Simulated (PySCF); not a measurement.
Si(H)2(OH)(SH) (H4OSSi), SMILES O[SiH2]S. Atoms are numbered in the order given.

```xyz
7

Si    -0.7342    -0.1046     0.2487
O     -0.8255     1.5113     0.5464
S      1.1437    -0.6925    -0.5624
H     -0.9850    -0.7435     1.5539
H     -1.7054    -0.5486    -0.7774
H     -0.5710     2.1055    -0.1630
H      1.8445    -0.3599     0.5309
```
Charge 0, spin multiplicity 1.

The structure is a stationary point at ωB97X-D3(BJ)/def2-TZVP. The values are those of a single conformer.

Computed with PySCF with B3LYP/pcJ-1.

Isotropic couplings with Fermi-contact, spin-dipole and both spin-orbit terms, one fixed conformer, no vibrational averaging. Isotopes: 1H, 29Si.

Computed spin–spin coupling constants:
```
pair    bonds apart  J (Hz)
------  -----------  ------
Si1–H4            1  -281.8
Si1–H5            1  -248.5
Si1–H6            2     2.6
Si1–H7            2     5.5
H4–H5             2    20.8
H4–H6             3    12.0
H4–H7             3     4.5
H5–H6             3    -1.7
H5–H7             3    10.2
```
